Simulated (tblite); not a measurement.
C6H11As.
SMILES with atom numbers: `[CH2:1]=[CH:2][C@@H:3]1[CH2:4][CH2:5][AsH:6][CH2:7]1` (hydrogens: H8, H9 on C1; H10 on C2; H11 on C3; H12, H13 on C4; H14, H15 on C5; H16 on As6; H17, H18 on C7)

Structure used (GFN2-xTB), in Å, numbered top down from 1:
```
atom  x, y, z in Å
C1     2.734   -0.730    0.147
C2     1.715    0.088   -0.037
C3     0.281   -0.285    0.157
C4    -0.568    0.023   -1.078
C5    -2.010   -0.302   -0.721
As6   -2.314    0.467    1.085
C7    -0.333    0.486    1.332
H8     3.754   -0.415    0.005
H9     2.591   -1.755    0.448
H10    1.885    1.115   -0.338
H11    0.213   -1.360    0.362
H12   -0.473    1.086   -1.318
H13   -0.222   -0.551   -1.941
H14   -2.149   -1.387   -0.670
H15   -2.718    0.087   -1.456
H16   -2.379    1.889    0.569
H17    0.025    1.519    1.340
H18   -0.041    0.032    2.282
```

All values are computed: GFN2-xTB (tblite) harmonic vibrations without scaling, gas phase. Errors from tens to a few hundred cm⁻¹ against measured bands are possible. Modes of hydrogen on arsenic can be 10 to 20 % off. One conformer, not necessarily the lowest.

Harmonic wavenumbers (cm⁻¹): 63.4, 78.0, 190.7, 255.0, 300.8, 338.5, 443.5, 507.2, 561.3, 603.7, 667.7, 677.6, 710.7, 811.1, 845.0, 889.4, 895.9, 951.1, 996.2, 1018.4, 1023.5, 1059.2, 1089.6, 1107.4, 1156.7, 1194.8, 1201.7, 1249.9, 1262.7, 1297.4, 1308.5, 1333.1, 1422.3, 1456.5, 1463.4, 1488.6, 1715.1, 1848.7, 2914.3, 2924.1, 2938.0, 2949.6, 2955.0, 2957.5, 2966.3, 3040.7, 3095.0, 3120.7.

A = 4466, B = 950.0, C = 833.5 MHz; mass 158.008 u (most abundant isotopes); point group C1, symmetry number 1.

Problem. What is the zero-point energy?

Solution. ½Σν̃ = 32673 cm⁻¹ = 93.42 kcal/mol.

Problem. What is S at 200 K and 1 bar for an ideal gas of classical rigid rotors and harmonic oscillators?

Solution. Translation 39.12, rotation 27.71, vibration 12.11: S = 78.9 cal/(mol K).

Problem. And Cp and H(200 K) − H(0)?

Solution. Cp = 22.74 cal/(mol K), of which vibrations give 14.79 (their classical limit is 48 R = 95.4); H(200 K) − H(0) = 2.95 kcal/mol without the zero-point energy, 1.36 from vibrations.

Problem. How do the functions run with temperature in this model?

Solution. 
```csv
T (K),S (cal/(mol K)),Cp (cal/(mol K)),H − H(0) (kcal/mol),G − H(0) (kcal/mol),ln q(vib)
100,66.4,14.6,1.10,-5.54,1.02
300,90.0,32.7,5.72,-21.29,4.46
500,111.3,51.3,14.21,-41.44,8.41
800,139.7,69.1,32.51,-79.21,14.65
1000,155.9,76.7,47.14,-108.80,18.68
```

q(vib) and H(0) count from the zero-point level.

Problem. Blend soft modes into free rotors: weight 1/[1 + (100 cm⁻¹/ν̃)⁴] for the oscillator and the rest for a rotor with moment μB/(μ + B), μ = h/(8π²ν), B = 10⁻⁴⁴ kg m². What vibrational entropy results?

Solution. 11.27 cal/(mol K) in place of 12.11, which changes −T·S at 200 K by +0.17 kcal/mol.

Problem. Which modes carry the vibrational entropy at 200 K?

Solution. 63.4 cm⁻¹: 3.56; 78.0 cm⁻¹: 3.16; 190.7 cm⁻¹: 1.51; 255.0 cm⁻¹: 1.04; 300.8 cm⁻¹: 0.80; 338.5 cm⁻¹: 0.65 cal/(mol K); the other 42 give 1.40 together.

Hindered rotation and anharmonicity are outside this model. Other conformers, if any are populated, would add a mixing term that is left out. The structure is chiral; the term R ln 2 for an equal mix with its mirror image is left out.
